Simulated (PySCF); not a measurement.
**Heteronuclear NMR**

Numbering as in the mapped SMILES `[CH3:1][SiH:2]([CH3:3])/[CH:4]=[CH:5]/[C:6](=[O:7])[O:8][CH:9]=[O:10]` (H(Xn): hydrogen on atom n).

Non-relativistic, single conformer, in vacuum, rapidly exchanging positions averaged. Shieldings: GIAO PBE0/pcSseg-1; structure optimised with GFN2-xTB; PySCF.

Question: What are the ²⁹Si shifts?

Answer: 
```json
{"atoms": "Si2", "environment": "silicon bonded to 3 C, H", "σ (ppm)": "366.6", "δ (ppm)": "-21.4"}
```

Shieldings were converted by a linear fit to measured shifts: ²⁹Si: δ = 279.94 − 0.822σ (rms 8.9 ppm, 72 shifts, 25.8 ppm with the 6 outliers that the fit left out vs TMS, solution or neat liquid). A few per cent of atoms miss by over 2 rms, more outside the fitted compound classes.

On a 400 MHz spectrometer ²⁹Si resonates near 79.5 MHz, so 1 ppm is 79.5 Hz.

Question: Where does ¹⁷O resonate?

Answer: 
```
atoms            environment  σ (ppm)  δ (ppm)
  O10  ester carbonyl oxygen   -159.1    411.6
   O7  ester carbonyl oxygen   -125.4    380.9
   O8    ester alkoxy oxygen     21.9    246.8
```

Shieldings were converted by a linear fit to measured shifts: ¹⁷O (scatter 10.7 ppm rms, 12.2 ppm with the 3 outliers that the fit left out vs liquid water, solution or neat liquid). Occasional misses reach two or three times the rms, and more in compound classes unlike the fitted ones.

On a 600 MHz spectrometer ¹⁷O resonates near 81.3 MHz, so 1 ppm is 81.3 Hz.
